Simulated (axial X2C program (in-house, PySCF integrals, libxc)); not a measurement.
NaSe: from the spin-free to the two-component result

Calculated with an in-house relativistic program for diatomic molecules. Spin-free means the one-electron spin-free X2C Hamiltonian; two-component (2c) means X2C with spin–orbit coupling and atomic mean-field two-electron Coulomb and Gaunt terms, so the difference of the two also holds small scalar two-electron terms. Basis: Se dyall-cv3z [8s9p6d4f1g], Na dyall-cv3z [9s8p5d2f] (cores contracted in-house); Gaussian nuclei, density fitting, unrestricted open shells. Masses: Se 79.917 u, Na 22.990 u.

Spin-free state: M_S = 1/2, Λ = 1 (beyond evenly filled blocks: π+α, π+β, π-α); fragments Se + Na.

```json
{"level": "PBE0", "Re (Å)": "2.601", "ωe (cm⁻¹)": "270.5", "De (eV)": "2.298", "μ (D)": "8.24"}
{"level": "HF", "Re (Å)": "2.635", "ωe (cm⁻¹)": "269.5", "De (eV)": "1.264", "μ (D)": "9.21"}
{"level": "MP2", "Re (Å)": "2.604", "ωe (cm⁻¹)": "273.7", "De (eV)": "2.213", "μ (D)": "n/a"}
{"level": "CCSD", "Re (Å)": "2.606", "ωe (cm⁻¹)": "273.3", "De (eV)": "2.173", "μ (D)": "n/a"}
{"level": "CCSD(T)", "Re (Å)": "2.606", "ωe (cm⁻¹)": "272.7", "De (eV)": "2.212", "μ (D)": "n/a"}
{"level": "PBEsol", "Re (Å)": "2.598", "ωe (cm⁻¹)": "265.4", "De (eV)": "2.496", "μ (D)": "7.81"}
```

Correlated methods: 15 electrons correlated (number of frozen shells: Se 3 s, 2 p, 1 d; Na 1 s), 235 virtual spin orbitals or spinors in MP2, 90 natural virtuals in coupled cluster.

Dipoles are positive if Na is the positive end.

(1) Within this multiplet, which Ω should lie lowest by the rule for regular and inverted multiplets?

Two-component determinant lowest at the distance of the search:

Ω = 3/2 (⟨Sz⟩ = 0.50, ⟨Lz⟩ = 1.00 at HF); fragments Se + Na.

| level | Re (Å) | ωe (cm⁻¹) | De (eV) | μ (D) |
| --- | --- | --- | --- | --- |
| PBE0 | 2.603 | 269.9 | 2.338 | 8.22 |
| HF | 2.636 | 269.0 | n/a | 9.20 |
| MP2 | 2.605 | 273.2 | 2.183 | n/a |
| CCSD | 2.607 | 272.8 | 2.150 | n/a |
| CCSD(T) | 2.607 | 272.2 | 2.183 | n/a |
| PBEsol | 2.600 | 264.7 | 2.527 | 7.79 |

(2) From the two tables, how do the constants change at the CCSD(T) level (2c against spin-free)?

Occupations by symmetry block were frozen at the best pattern of an incomplete PBE0 search. Dissociation energies refer to the lowest single-determinant-based atoms at the same level and basis. De is not given where an atomic determinant may have missed its ground term or J level, or where the truncated virtual space spoils (T). Density functionals use the spin component along the axis (collinear). CCSD and (T) use frozen natural virtuals with an MP2 correction for the truncation; (T) itself is uncorrected, so its De runs slightly low. The functionals have no current-density term, which raises determinants with orbital currents, atoms included.

Answers

(1) The open π shell holds three electrons, one hole, so the multiplet is inverted: Ω = Λ + 1/2 = 3/2. The PBE0 2c search agrees.

(2) At the CCSD(T) level Re rises by 0.001 Å and ωe falls by 0.5 cm⁻¹; De changes by -0.029 eV.
